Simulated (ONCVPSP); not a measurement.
Cutoff test, Lu (Z = 71), ONCV

ONCVPSP 4.0.1 input, shortened (lines: element, Z, core and valence counts, functional; n l f; lmax; l rc ep ncon nbas qcut; lloc lpopt rc5 dvloc0; l nproj debl; icmod fcfact rcfact), PBE, scalar-relativistic:

```
  Lu 71.00   10    4        4      upf
    1    0    2.00
    2    0    2.00
    2    1    6.00
    3    0    2.00
    3    1    6.00
    3    2   10.00
    4    0    2.00
    4    1    6.00
    4    2   10.00
    5    0    2.00
    4    3   14.00
    5    1    6.00
    5    2    1.00
    6    0    2.00
    3
    0    2.70    0.00    5   10    2.40
    1    1.30    0.00    4    8    6.10
    2    3.30    0.00    4    9    4.10
    3    0.85    0.00    3    8   18.00
    4    5    0.70   -1.00
    0    2    1.70
    1    1    3.70
    2    1    0.40
    3    2    0.60
    3    4.25    1.20
```

Question: For each optimised wave give the share of its norm inside rc, the residual kinetic energy above qcut (Ha) and the cutoffs (Ha) for errors of 10, 1, 0.1 and 0.01 mHa per electron.

Answer:

```json
{"wave": "6s", "norm inside rc": "0.244", "residual KE": "2.9e-04", "10 mHa": "1.4", "1 mHa": "2.4", "0.1 mHa": "8.1", "0.01 mHa": "37.2"}
{"wave": "s projector 2", "norm inside rc": "0.152", "residual KE": "5.1e-02", "10 mHa": "5.4", "1 mHa": "40.7", "0.1 mHa": "50.9", "0.01 mHa": "56.2"}
{"wave": "5p", "norm inside rc": "0.474", "residual KE": "5.8e-03", "10 mHa": "16.3", "1 mHa": "63.6", "0.1 mHa": "116.0", "0.01 mHa": "135.3"}
{"wave": "5d", "norm inside rc": "0.681", "residual KE": "1.4e-05", "10 mHa": "4.9", "1 mHa": "6.4", "0.1 mHa": "7.4", "0.01 mHa": "9.8"}
{"wave": "4f", "norm inside rc": "0.723", "residual KE": "1.3e-04", "10 mHa": "131.6", "1 mHa": "147.4", "0.1 mHa": "173.9", "0.01 mHa": "641.5"}
{"wave": "f projector 2", "norm inside rc": "0.002", "residual KE": "5.0e-07", "10 mHa": "66.0", "1 mHa": "100.5", "0.1 mHa": "125.2", "0.01 mHa": "142.9"}
```

The occupied waves need 147 Ha and 174 Ha for 1 and 0.1 mHa. Rows with under 1 % of the norm inside rc give no meaningful cutoff. Note: ghosts flagged at negative energy: s at -739.6 eV, s at -117.4 eV, p at -248.3 eV; GHOST(+) flagged for d at 27.7 eV. A true bound ghost makes a file unfit for plane-wave use. 1 of 4 tests not solved or not reliable.
